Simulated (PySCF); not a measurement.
Si(F)2(OH)(SiH3), SMILES [SiH3][Si](O)(F)F, singlet (PBE0/def2-SVP optimised geometry):

```
9

O     -1.089     0.470     0.000
Si    -0.530    -1.070     0.000
F      1.089    -1.070     0.000
F     -0.927    -1.801    -1.388
Si    -1.372    -2.215     1.838
H     -0.822     1.070    -0.705
H     -2.862    -2.260     1.757
H     -0.829    -3.606     1.833
H     -0.953    -1.519     3.090
```

Method: PBE0/def2-TZVP in PySCF.

What are the frontier orbital energies and the dipole moment?

HOMO-2 -10.21 eV, HOMO-1 -10.10 eV, HOMO -9.16 eV, LUMO -0.12 eV, LUMO+1 -0.09 eV; dipole moment 1.09 D.

On the same geometry PySCF with PBE/def2-TZVP gives HOMO-2 -8.82 eV, HOMO-1 -8.34 eV, HOMO -7.86 eV, LUMO -0.99 eV, LUMO+1 -0.95 eV; dipole moment 1.04 D.

Meta-Löwdin charges at PBE0/def2-TZVP: O1 -0.74, Si2 1.39, F3 -0.50, F4 -0.50, Si5 0.16, H6 0.36, H7 -0.06, H8 -0.06, H9 -0.06.
